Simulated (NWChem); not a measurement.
System: NbOCl3; SMILES [O]=[Nb]([Cl])([Cl])[Cl]

```xyz
5

Nb     0.0000     0.0000     0.2166
O      0.0000     0.0000     1.8891
Cl    -1.2174     1.8044    -0.4705
Cl     2.1714     0.1521    -0.4705
Cl    -0.9539    -1.9565    -0.4705
```
Atoms are numbered in this order, from 1.

Results from NWChem. Medium grid unless said otherwise, to which SCAN and Minnesota functionals are sensitive. Structure relaxed at the PBE0/def2-SVP level. def2 effective core potentials on Nb; no spin-orbit coupling. B3LYP is NWChem's, with the RPA form of VWN correlation.

### Question
Order these by “orbital gap (eV)”, lowest first: revPBE/def2-SVP; B3LYP/def2-SVP; M06-2X/def2-SVP; MPW1K/def2-SVP.

### Answer
revPBE/def2-SVP (4.40), B3LYP/def2-SVP (6.04), MPW1K/def2-SVP (8.07), M06-2X/def2-SVP (8.69)
